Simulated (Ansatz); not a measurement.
Program: Ansatz. Geometries: PBE0-D4/def2-TZVP. ΔE: electronic, gas phase. CCSD(T)/CBS is the MP2 limit (def2-TZVPP, def2-QZVPP) plus CCSD(T) − MP2 in def2-TZVPP, frozen cores. DFT in def2-TZVPP. B3LYP here is the variant with VWN-RPA as its local correlation; programs differ in this. def2 core potentials past Kr. For Sn outer-core shells are correlated without core-valence functions, which leaves a few kJ/mol of doubt a bond. One conformer a species, not always the lowest.

Reaction (substitution at a C–Sn bond): `[CH3][Sn]([CH3])([CH3])[CH3]` + `FCN[SiH3]` → `CN([SiH3])CF` + `[CH3][SnH]([CH3])[CH3]`

| level | ΔE (eV) |
| --- | --- |
| PBE0 | 0.55 |
| B3LYP | 0.56 |
| HF/def2-QZVPP | 0.52 |
| HF/CBS(def2) | 0.52 |

(1) What does CCSD(T)/CBS give? (Estimate.)

Largest T1 diagnostic among the species: 0.011.

Results:

(1) Ansatz gave: +0.63 eV. The listed levels differ from it by -0.08, -0.07, -0.11, -0.11 eV.

In def2-TZVPP, CCSD(T) changes the Hartree–Fock value by +0.06 eV (the triples alone add +0.00 eV) and MP2 by +0.12 eV.
